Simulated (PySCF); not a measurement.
Delta-SCF ions had no search for a lower state. Excitations are Tamm–Dancoff values on a coarser integration grid. The basis has no diffuse functions, so Rydberg states are missing or too high.

**diboryne with two imidazolylidenes `[B-](#[B-]c1[nH]cc[nH+]1)c1[nH]cc[nH+]1` (charge 0, multiplicity 1)**

Calculation: PySCF with ωB97X-D3(BJ)/def2-SVP // B3LYP-D3(BJ)/def2-SVP.

```
Item                                                                 Result
-------------------------------------------  ------------------------------
HOMO                                                               -5.24 eV
dipole moment                                                        0.03 D
LUMO                                                                2.10 eV
HOMO–LUMO gap                                                       7.34 eV
S1 excitation (TDA)                                                 2.19 eV
S1 oscillator strength                                                0.000
brightest of the four lowest singlets (TDA)                         4.51 eV
vertical ionisation energy (Delta-SCF)                              4.69 eV
total energy                                                   -501.8834 Ha
cost                                         around 23 core-minutes (rough)
```

Bonded distances (Å): B1–B2 1.469, B1–C8 1.483, B2–C3 1.483, C3–N4 1.384, C3–N7 1.384, N4–C5 1.387, N4–H13 1.011, C5–C6 1.359, C5–H14 1.086, C6–N7 1.387, C6–H15 1.086, N7–H16 1.011, C8–N9 1.384, C8–N12 1.384, N9–C10 1.387, N9–H17 1.011, C10–C11 1.359, C10–H18 1.086, C11–N12 1.387, C11–H19 1.086, N12–H20 1.011. Bond angles (°): B2–B1–C8 179.8, B1–B2–C3 179.8, B2–C3–N4 128.6, B2–C3–N7 128.6, N4–C3–N7 102.8, C3–N4–C5 111.8, C3–N4–H13 121.9, C5–N4–H13 126.4, N4–C5–C6 106.8, N4–C5–H14 122.7, C6–C5–H14 130.5, C5–C6–N7 106.8, C5–C6–H15 130.5, N7–C6–H15 122.7, C3–N7–C6 111.8, C3–N7–H16 121.9, C6–N7–H16 126.4, B1–C8–N9 128.5, B1–C8–N12 128.7, N9–C8–N12 102.8, C8–N9–C10 111.8, C8–N9–H17 121.9, C10–N9–H17 126.4, N9–C10–C11 106.8, N9–C10–H18 122.7, C11–C10–H18 130.5, C10–C11–N12 106.8, C10–C11–H19 130.5, N12–C11–H19 122.7, C8–N12–C11 111.8, C8–N12–H20 121.9, C11–N12–H20 126.4.
Charge 0, spin multiplicity 1.
